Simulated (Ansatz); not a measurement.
C₅H₈F₃InN₂⁺, that is In(IMe)F3 with one electron fewer. Total charge 1; doublet. Geometry PBE-D4/def2-SVP, that of the neutral singlet; atoms count from 1.

```csv
atom,x (Å),y (Å),z (Å)
In1,-0.273,-2.190,0.978
C2,-0.013,-0.148,0.100
N3,-0.957,0.820,-0.011
C4,-2.333,0.669,0.462
C5,-0.427,1.937,-0.636
C6,0.885,1.642,-0.925
N7,1.113,0.355,-0.468
C8,2.369,-0.389,-0.575
H9,-2.467,1.194,1.428
H10,-3.026,1.097,-0.287
H11,-2.542,-0.416,0.582
H12,-1.019,2.836,-0.834
H13,1.658,2.234,-1.424
H14,2.139,-1.472,-0.475
H15,2.824,-0.197,-1.564
H16,3.071,-0.071,0.221
F17,1.075,-3.194,-0.130
F18,-2.242,-2.443,0.644
F19,0.164,-2.265,2.913
```

In the def2 sets In takes a core potential; there is no spin–orbit coupling.

Q: Estimate the Mulliken populations from the PBE0/def2-TZVP orbitals of Ansatz.

A: 
| atom | charge (e) | spin (α − β) |
| --- | --- | --- |
| In1 | 1.18 | -0.01 |
| C2 | 0.01 | 0.35 |
| N3 | 0.06 | -0.05 |
| C4 | -0.36 | 0.00 |
| C5 | 0.03 | 0.37 |
| C6 | 0.03 | 0.37 |
| N7 | 0.06 | -0.05 |
| C8 | -0.36 | 0.00 |
| H9 | 0.21 | 0.00 |
| H10 | 0.19 | 0.00 |
| H11 | 0.26 | 0.00 |
| H12 | 0.26 | -0.01 |
| H13 | 0.26 | -0.01 |
| H14 | 0.26 | 0.00 |
| H15 | 0.19 | 0.00 |
| H16 | 0.21 | 0.00 |
| F17 | -0.50 | 0.01 |
| F18 | -0.50 | 0.01 |
| F19 | -0.47 | 0.02 |
Mulliken values depend strongly on the basis.

Q: Where does the spin sit?

A: Summed by element: In -0.01, C 1.09, N -0.10, H -0.02, F 0.04, of 1 unpaired in all. Largest on single atoms: C5 0.37, C6 0.37, C2 0.35.

Q: And the Mayer bond orders between heavy atoms (over 0.3)?

A: In1–C2 0.51 (2.24 Å); In1–F17 0.73 (2.01 Å); In1–F18 0.73 (2.01 Å); In1–F19 0.85 (1.99 Å); C2–N3 1.20 (1.36 Å); C2–N7 1.20 (1.36 Å); N3–C4 0.89 (1.46 Å); N3–C5 1.32 (1.39 Å); C5–C6 1.31 (1.38 Å); C6–N7 1.32 (1.39 Å); N7–C8 0.89 (1.46 Å).
